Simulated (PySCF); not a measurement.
Ionising GaO

r²SCAN; Ga def2-TZVPPD, O def2-TZVPPD; no relativity (PySCF 2.14). Neutral (UKS): doublet (σ ↑), Re = 1.696 Å, ωe = 774 cm⁻¹, De = 4.53 eV, HOMO -6.87 eV, LUMO -5.18 eV.

GaO⁻ (UKS): singlet (closed shell), Re = 1.715 Å, ωe = 811 cm⁻¹, De = 5.47 eV to Ga + O⁻. The energies at the minima are -2000.01590 hartree for GaO and -2000.10598 for GaO⁻.

(1) Work out the adiabatic electron affinity, without and with harmonic zero-point energies (1 hartree = 27.2114 eV, 1 eV = 8065.5 cm⁻¹), and the change of the bond length.

For an ion De counts to the pair picked by the measured ionisation energies or electron affinities, which need not be the lowest pair at this level. The highest Kohn–Sham level is positive in this anion. Much of that is self-interaction error, but it also means that the finite basis helps to hold the extra electron. States were picked by a PBE0 search and need not be the measured ground states.

## Answers

(1) At r²SCAN: 0.09008 hartree = 2.451 eV between the minima; the zero-point term (774.0 − 811.0)/2 cm⁻¹ = -0.002 eV makes it 2.449 eV. Re changes by +1.9 pm against the neutral. The electron enters a σ orbital; the charge polarises the partner, so the anion is bound more strongly.
